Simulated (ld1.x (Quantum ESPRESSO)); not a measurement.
## An all-electron radial function and its pseudo partner (magnesium (Mg))

Columns: radius, all-electron u(r) and pseudo u(r) of the 2s shell (level -81.35 eV) of magnesium in the configuration [He] 2s2 2p6 3s1 3p1; LDA (PZ), scalar-relativistic, TM scheme, ld1.x (Quantum ESPRESSO) 7.5.

```
r (bohr)  all-electron   pseudo
   0.062        0.5589  -0.1880
   0.125        0.3598  -0.3750
   0.188       -0.0563  -0.5542
   0.250       -0.4604  -0.7189
   0.312       -0.7839  -0.8675
   0.375       -1.0140  -0.9966
   0.438       -1.1538  -1.0976
   0.500       -1.2200  -1.1638
   0.562       -1.2328  -1.1935
   0.625       -1.2067  -1.1863
   0.688       -1.1540  -1.1466
   0.750       -1.0858  -1.0842
   0.812       -1.0086  -1.0084
   0.875       -0.9259  -0.9259
   0.938       -0.8429  -0.8429
   1.000       -0.7632  -0.7632
   1.062       -0.6872  -0.6872
   1.125       -0.6148  -0.6148
   1.188       -0.5477  -0.5477
   1.250       -0.4872  -0.4872
   1.312       -0.4320  -0.4320
   1.375       -0.3814  -0.3814
   1.438       -0.3359  -0.3359
   1.500       -0.2959  -0.2959
   1.562       -0.2601  -0.2601
   1.625       -0.2279  -0.2279
```

(1) How many radial nodes do the two functions have?

(2) At about which radius was the pseudo-wave matched?

(3) Is the pseudo-wave norm-conserving?

Answers

(1) The all-electron 2s function has n − l − 1 = 1; the pseudo-wave has 0, since the states of the same l below it are removed with the core.

(2) 0.90 bohr. The columns agree to 0.0005 from 0.81 bohr on; several derivatives are matched, so the curves merge somewhat inside the radius.

(3) Yes: the TM scheme keeps the norm inside the radius equal to the all-electron one, which fixes the energy derivative of the logarithmic derivative at the level.
